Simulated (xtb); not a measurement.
C3H10N (SMILES CC[NH2+]C), charge +1, singlet, from a rough starting geometry; GFN2-xTB (xtb 6.7.1).

Here is a job for xtb.
```
$ xtb mol.xyz --gfn 2 --chrg 1 --opt vtight --json

# file mol.xyz
14

C      1.20974108    -0.39974740     1.02579469
C      0.46548472     0.73696104     0.36780886
N     -0.18697421     0.31574192    -0.86989093
C     -1.44491504    -0.44759027    -0.63424380
H      1.92669948    -0.88675535     0.29795755
H      1.76088719    -0.00002742     1.78075143
H      0.53731013    -1.12222671     1.37962453
H      1.20848655     1.58675921     0.09165078
H     -0.26742768     1.19390490     1.02145013
H      0.46584338    -0.21428230    -1.45204216
H     -0.49283623     1.18191126    -1.40914375
H     -2.17049322     0.07862119     0.05205673
H     -1.91427450    -0.72146061    -1.58466920
H     -1.15394805    -1.40359789    -0.15623153
```

Write the output that xtb gives for this input, abridged.


```
   ID    Z sym.   atoms
    1    6 C      1, 2, 4
    2    7 N      3
    3    1 H      5-14

           -------------------------------------------------
          |                Calculation Setup                |
           -------------------------------------------------

           -------------------------------------------------
          |                 G F N 2 - x T B                 |
           -------------------------------------------------

          ...................................................
          :                      SETUP                      :
          :.................................................:
          :  # basis functions                  26          :
          :  # atomic orbitals                  26          :
          :  # shells                           18          :
          :  # electrons                        26          :
          :  max. iterations                   250          :
          :  Hamiltonian                  GFN2-xTB          :
          :  restarted?                      false          :
          :  GBSA solvation                  false          :
          :  PC potential                    false          :
          :  electronic temp.          300.0000000     K    :
          :  accuracy                    1.0000000          :
          :  -> integral cutoff          0.2500000E+02      :
          :  -> integral neglect         0.1000000E-07      :
          :  -> SCF convergence          0.1000000E-05 Eh   :
          :  -> wf. convergence          0.1000000E-03 e    :
          :  Broyden damping             0.4000000          :
          :  net charge                          1          :
          :  unpaired electrons                  0          :
          ...................................................

 iter      E             dE          RMSdq      gap      omega  full diag
   1    -14.1047315 -0.141047E+02  0.327E+00   11.86       0.0  T
   2    -14.1954648 -0.907333E-01  0.202E+00   10.34       1.0  T
   3    -14.1968395 -0.137472E-02  0.129E+00   10.10       1.0  T
   4    -14.1972792 -0.439698E-03  0.165E-01    9.80       1.0  T
   5    -14.1973034 -0.241708E-04  0.769E-02    9.81       1.0  T
   6    -14.1973074 -0.402446E-05  0.141E-02    9.84       1.9  T
   7    -14.1973077 -0.295132E-06  0.514E-03    9.84       5.2  T
   8    -14.1973077 -0.287351E-07  0.729E-04    9.84      36.7  T
   9    -14.1973077 -0.624507E-09  0.295E-04    9.84      90.5  T

[...]
         :: total energy             -13.998381174419 Eh    ::
 * total energy  :   -13.9983812 Eh     change       -0.6771828E-10 Eh
 * total energy  :   -14.0099177 Eh     change       -0.1153652E-01 Eh
 * total energy  :   -14.0110544 Eh     change       -0.1136736E-02 Eh
 * total energy  :   -14.0111118 Eh     change       -0.5731872E-04 Eh
 * total energy  :   -14.0111300 Eh     change       -0.1828424E-04 Eh
 * total energy  :   -14.0111326 Eh     change       -0.2590495E-05 Eh
 * total energy  :   -14.0111340 Eh     change       -0.1400668E-05 Eh
 * total energy  :   -14.0111345 Eh     change       -0.4391127E-06 Eh
 * total energy  :   -14.0111346 Eh     change       -0.1286406E-06 Eh
 * total energy  :   -14.0111347 Eh     change       -0.5918789E-07 Eh
   *** GEOMETRY OPTIMIZATION CONVERGED AFTER 10 ITERATIONS ***
         :: total energy             -14.011134656354 Eh    ::
[...]
    14   1 H        0.925     0.119     1.623     1.992

 Mol. C6AA /au·bohr⁶  :        985.642802
 Mol. C8AA /au·bohr⁸  :      20098.523670
 Mol. α(0) /au        :         46.891163

Wiberg/Mayer (AO) data.
largest (>0.10) Wiberg bond orders for each atom

 ---------------------------------------------------------------------------
     #   Z sym  total        # sym  WBO       # sym  WBO       # sym  WBO
 ---------------------------------------------------------------------------
     1   6 C    3.976 --     2 C    1.026     5 H    0.980     7 H    0.979
                             6 H    0.970
     2   6 C    3.908 --     1 C    1.026     8 H    0.968     9 H    0.966
                             3 N    0.923
     3   7 N    3.734 --     4 C    0.960     2 C    0.923    11 H    0.917
                            10 H    0.910
     4   6 C    3.902 --    12 H    0.974    13 H    0.974    14 H    0.972
                             3 N    0.960
     5   1 H    0.995 --     1 C    0.980
     6   1 H    0.990 --     1 C    0.970
     7   1 H    0.994 --     1 C    0.979
     8   1 H    0.990 --     2 C    0.968
     9   1 H    0.989 --     2 C    0.966
    10   1 H    0.937 --     3 N    0.910
    11   1 H    0.939 --     3 N    0.917
    12   1 H    0.987 --     4 C    0.974
    13   1 H    0.988 --     4 C    0.974
    14   1 H    0.986 --     4 C    0.972
 ---------------------------------------------------------------------------

Topologies differ in total number of bonds
Writing topology from bond orders to xtbtopo.mol

molecular dipole:
                 x           y           z       tot (Debye)
 q only:       -0.386       0.380      -1.032
   full:       -0.353       0.492      -1.278       3.595
molecular quadrupole (traceless):
                xx          xy          yy          xz          yz          zz
 q only:        0.390       0.724      -1.786       2.762      -0.926       1.396
  q+dip:       -0.485      -0.175      -1.614       1.764      -1.105       2.099
   full:       -0.358       0.146      -1.691       2.117      -1.184       2.048

optimized geometry written to: xtbopt.xyz

           -------------------------------------------------
          | TOTAL ENERGY              -14.011134656354 Eh   |
          | GRADIENT NORM               0.000074142904 Eh/α |
          | HOMO-LUMO GAP               9.880091376405 eV   |
           -------------------------------------------------

normal termination of xtb
```
